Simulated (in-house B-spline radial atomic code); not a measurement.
A fraction x of an electron is removed from 3d in the cobalt ion Co⁺, starting from [Ar] 3d8 and keeping the highest spin. Computed with a radial B-spline atomic code at the basis-set limit: scalar-relativistic (X2C) BHandHLYP, spin-polarised, spherical fractional occupations, Fermi nucleus of rms radius 3.7875 fm.

Caution: exact exchange at fractional occupations of open shells leaves self-interaction of up to several eV.

| x | E(x) - E(0) (eV) | 3d down level (eV) |
| --- | --- | --- |
| 0 | 0.0000 | -11.371 |
| 0.19 | 2.3592 | -13.481 |
| 0.35 | 4.6642 | -15.343 |
| 0.48 | 6.7600 | -16.909 |
| 0.5 | 7.1007 | -17.155 |
| 0.52 | 7.4462 | -17.401 |
| 0.66 | 10.0045 | -19.155 |
| 0.82 | 13.2339 | -21.223 |
| 0.89 | 14.7518 | -22.149 |
| 1 | 17.2693 | -23.627 |

The exact functional would give a straight line between the two integer points. Deviations E(x) - E(0) - x[E(1) - E(0)], in eV: -0.922 at x = 0.19, -1.38 at x = 0.35, -1.529 at x = 0.48, -1.534 at x = 0.5, -1.534 at x = 0.52, -1.393 at x = 0.66, -0.927 at x = 0.82, -0.618 at x = 0.89.

The curve lies below the straight line by up to 1.534 eV (at x = 0.5): convex, the delocalisation error, to which spherically averaged exact exchange adds.

How well does Slater's transition state (minus the level at half occupation) give the ionisation energy?

It gives 17.155 eV against 17.269 eV from the two total energies; NIST lists 17.08 eV, ground level to ground level. The end point has an open shell averaged over its orbitals, so its exact exchange keeps a self-interaction and this is no true integer point.
